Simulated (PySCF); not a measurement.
## Deuteron quadrupole couplings in `CO[Si]([SiH3])([SiH3])[SiH3]`

Compound: CH12OSi4.
Cartesian coordinates in Å at the GFN2-xTB level; atoms count from 1:
```xyz
18
CH12OSi4 angstrom
C      1.9988    1.1919   -0.6492
O      0.9201    0.4199   -1.0569
Si    -0.2761   -0.1943   -0.0947
Si    -1.3481    1.6188    0.9400
Si    -1.4867   -1.2568   -1.7666
Si     0.7226   -1.6243    1.4750
H      1.6613    2.0729   -0.0944
H      2.6677    0.6123   -0.0062
H      2.5469    1.5155   -1.5346
H     -2.7310    1.2920    1.2957
H     -1.4103    2.8287    0.1090
H     -0.6946    2.0592    2.1826
H     -2.0065   -0.3931   -2.8307
H     -2.6605   -1.8570   -1.1198
H     -0.7958   -2.3565   -2.4473
H      1.5610   -0.9316    2.4664
H     -0.2889   -2.3594    2.2383
H      1.6114   -2.6322    0.8819
```

Level: PBE0/pcSseg-1 (PySCF, non-relativistic); Q(2H) = 0.00286 b; rigid geometry, the same for H and D, with no vibrational averaging.

Task: Rank these positions by the coupling χzz of a deuteron there, largest first.
A. H9 (methyl hydrogen)
B. H11 (Si–H hydrogen)
C. H7 (methyl hydrogen)

Result: A (203 kHz), C (197 kHz), B (109 kHz).

Task: Tabulate Vzz, the asymmetry η and χzz = 234.96 MHz × Q × Vzz for every hydrogen position.

Result: 
| atom | bonded to | bond length (Å) | Vzz (au) | η | χzz (kHz) |
| --- | --- | --- | --- | --- | --- |
| H7 | C1 | 1.094 | 0.2938 | 0.09 | 197 |
| H8 | C1 | 1.094 | 0.2947 | 0.08 | 198 |
| H9 | C1 | 1.090 | 0.3020 | 0.07 | 203 |
| H10 | Si4 | 1.465 | 0.1642 | 0.00 | 110 |
| H11 | Si4 | 1.469 | 0.1617 | 0.01 | 109 |
| H12 | Si4 | 1.471 | 0.1597 | 0.00 | 107 |
| H13 | Si5 | 1.466 | 0.1636 | 0.01 | 110 |
| H14 | Si5 | 1.468 | 0.1610 | 0.00 | 108 |
| H15 | Si5 | 1.466 | 0.1632 | 0.01 | 110 |
| H16 | Si6 | 1.472 | 0.1598 | 0.01 | 107 |
| H17 | Si6 | 1.465 | 0.1641 | 0.00 | 110 |
| H18 | Si6 | 1.469 | 0.1616 | 0.01 | 109 |

Task: Average by the element that carries the hydrogen.

Result: on C: 199 kHz over 3 positions, mean bond length 1.093 Å; on Si: 109 kHz over 9 positions, mean bond length 1.468 Å.

Task: A static deuteron (I = 1) shows a doublet split by (3/2)χ, (3/4)χ(1 + η) and (3/4)χ(1 − η) with the field along z, y and x of the gradient. What are these for H17?

Result: With |χ| = 110.3 kHz and η = 0.003: 165, 83 and 82 kHz, to first order and without motion.

Geometry: GFN2-xTB; no solvent, vibrations or thermal averaging. GFN2-xTB bond lengths can be off by several hundredths of an ångström, more for odd bonds, and the gradients follow them. These gradients aren't converged with respect to the basis.

These values come from a run that also computed NMR shieldings. Hardware: Intel Xeon Platinum 8259CL at 2.50 GHz, one thread, no GPU, shared host with 96 logical CPUs at a one-minute load of 39. Cost: 42 s wall, 0.98 GiB resident at most.
